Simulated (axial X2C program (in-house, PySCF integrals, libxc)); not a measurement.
**ZrF at several levels of theory**

Calculated with an in-house relativistic program for diatomic molecules. Spin-free means the one-electron spin-free X2C Hamiltonian; two-component (2c) means X2C with spin–orbit coupling and atomic mean-field two-electron Coulomb and Gaunt terms, so the difference of the two also holds small scalar two-electron terms. Basis: Zr dyall-cv3z [11s12p9d6f3g], F dyall-av3z [7s6p3d2f] (cores contracted in-house); Gaussian nuclei, density fitting, unrestricted open shells. Masses: Zr 89.905 u, F 18.998 u.

Input:
```json
{"zs": [40, 9], "q": 0, "bas": ["dyall-cv3z", "dyall-av3z"], "levels": ["PBE0", "HF", "B97-3"], "cc": true, "r0": 2.18, "thr": -1.0, "nmax": 90, "npts": 10, "nst": 2, "ntry": 6}
```
```bash
python so2c.py task.json out
```

Keys: zs atomic numbers; q charge; bas basis sets; levels methods; cc coupled cluster on or off; r0 starting distance in Å; thr threshold in hartree for freezing inner shells (an s shell follows its p shell); nmax most natural virtual spinors; npts points on the curve; nst determinants followed; ntry starts of the search. HF also brings MP2.

State, spin-free: M_S = 3/2, Λ = 0 (beyond evenly filled blocks: σα, δ+α, δ-α); electrons by block: σα: 12, σβ: 11, π+α: 5, π+β: 5, π-α: 5, π-β: 5, δ+α: 2, δ+β: 1, δ-α: 2, δ-β: 1. Fragments: Zr + F.

State, 2c: Ω = 3/2 (⟨Sz⟩ = 1.50, ⟨Lz⟩ = 0.00 at PBE0); electrons by block: 1/2: 17, -1/2: 16, 3/2: 6, -3/2: 7, 5/2: 2, -5/2: 1. Fragments: Zr + F.

```json
{"Hamiltonian": "spin-free", "level": "PBE0", "Re (Å)": "1.878", "ωe (cm⁻¹)": "658.4", "Be (cm⁻¹)": "0.3048", "αe (cm⁻¹)": "0.0018", "De (eV)": "6.57", "k (mdyn/Å)": "4.01", "μ (D)": "-3.07"}
{"Hamiltonian": "spin-free", "level": "HF", "Re (Å)": "1.913", "ωe (cm⁻¹)": "632.9", "Be (cm⁻¹)": "0.2936", "αe (cm⁻¹)": "0.00169", "De (eV)": "n/a", "k (mdyn/Å)": "3.7", "μ (D)": "-3.24"}
{"Hamiltonian": "spin-free", "level": "MP2", "Re (Å)": "1.912", "ωe (cm⁻¹)": "627.0", "Be (cm⁻¹)": "0.2941", "αe (cm⁻¹)": "0.00175", "De (eV)": "6.47", "k (mdyn/Å)": "3.63", "μ (D)": "n/a"}
{"Hamiltonian": "spin-free", "level": "CCSD", "Re (Å)": "1.912", "ωe (cm⁻¹)": "629.2", "Be (cm⁻¹)": "0.2939", "αe (cm⁻¹)": "0.00173", "De (eV)": "5.92", "k (mdyn/Å)": "3.66", "μ (D)": "n/a"}
{"Hamiltonian": "spin-free", "level": "CCSD(T)", "Re (Å)": "1.913", "ωe (cm⁻¹)": "628.2", "Be (cm⁻¹)": "0.2936", "αe (cm⁻¹)": "0.00173", "De (eV)": "6.03", "k (mdyn/Å)": "3.65", "μ (D)": "n/a"}
{"Hamiltonian": "spin-free", "level": "B97-3", "Re (Å)": "1.888", "ωe (cm⁻¹)": "642.3", "Be (cm⁻¹)": "0.3014", "αe (cm⁻¹)": "0.00182", "De (eV)": "6.10", "k (mdyn/Å)": "3.81", "μ (D)": "-3.05"}
{"Hamiltonian": "2c", "level": "PBE0", "Re (Å)": "1.878", "ωe (cm⁻¹)": "658.4", "Be (cm⁻¹)": "0.3048", "αe (cm⁻¹)": "0.0018", "De (eV)": "n/a", "k (mdyn/Å)": "4.01", "μ (D)": "-3.07"}
{"Hamiltonian": "2c", "level": "HF", "Re (Å)": "1.913", "ωe (cm⁻¹)": "632.7", "Be (cm⁻¹)": "0.2936", "αe (cm⁻¹)": "0.00169", "De (eV)": "n/a", "k (mdyn/Å)": "3.7", "μ (D)": "-3.24"}
{"Hamiltonian": "2c", "level": "MP2", "Re (Å)": "1.912", "ωe (cm⁻¹)": "626.8", "Be (cm⁻¹)": "0.2941", "αe (cm⁻¹)": "0.00175", "De (eV)": "n/a", "k (mdyn/Å)": "3.63", "μ (D)": "n/a"}
{"Hamiltonian": "2c", "level": "B97-3", "Re (Å)": "1.888", "ωe (cm⁻¹)": "642.2", "Be (cm⁻¹)": "0.3014", "αe (cm⁻¹)": "0.00182", "De (eV)": "n/a", "k (mdyn/Å)": "3.81", "μ (D)": "-3.05"}
```

Correlated methods: 11 electrons correlated (number of frozen shells: Zr 4 s, 3 p, 1 d; F 1 s), 307 virtual spin orbitals or spinors in MP2.

Dipoles are positive if F is the positive end.

The state is a single determinant with fixed occupations, the lowest that a limited PBE0 search found. De is counted from the lowest determinant-based energies of the atoms at the same level, without counterpoise correction. De is not given where an atomic determinant may have missed its ground term or J level, or where the truncated virtual space spoils (T). Density functionals use the spin component along the axis (collinear). Coupled cluster ran in a truncated set of natural virtual spinors; the MP2 energy of the rest was added. (T) has no such correction and the atoms are truncated less, which lowers De at CCSD(T) by a hundredth of an eV or more. Other states lie close and PBE0, whose exact exchange favours high spin, may order them wrongly; the determinant shown need not be the ground state. The nearest other spin-free determinant of the search, M_S = 1/2, Λ = 2, lies 0.31 eV up at the distance of the search. Without a current term, density functionals place determinants with orbital angular momentum somewhat too high. With several unpaired electrons one determinant need not be a pure state. The outer-core s and p shells of the metal are frozen in the correlated rows, which leaves out core–valence correlation; for alkali and alkaline-earth bonds that tends to lengthen them. This is the top spin component of a Σ state; components of lower Ω are not single determinants and can lie lower. With the outer-core shells frozen, correlated bond lengths of heavy atoms tend to come out a few hundredths of an ångström too long.

No reliable constants came from CCSD (2c), CCSD(T) (2c): no minimum in range, unconverged points, a curve that is not smooth, a change of character along it, or the two Hamiltonians disagreeing along it.

Rough cost a point (2c) on 1 thread(s) of a shared host, integrals apart: PBE0 1.5 s, HF 1.2 s, B97-3 1.6 s.

The whole task took 3.5 min on 1 thread of Arm Neoverse V2, on a shared host.
